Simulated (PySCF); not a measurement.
A structure optimised at PBE-D3(BJ)/def2-TZVPD, used in a PySCF frequency run:

```xyz
2

Ga     0.0000     0.0000    -0.3510
O      0.0000     0.0000     1.3601
```
Charge 0, spin multiplicity 2.

**Question.** Write its SMILES, formula and point group.

**Answer.** [O]=[Ga], GaO, C∞v

**Question.** What are its rotational constants (standard atomic weights)?

**Answer.** 13.264 GHz (linear rotor, B only)
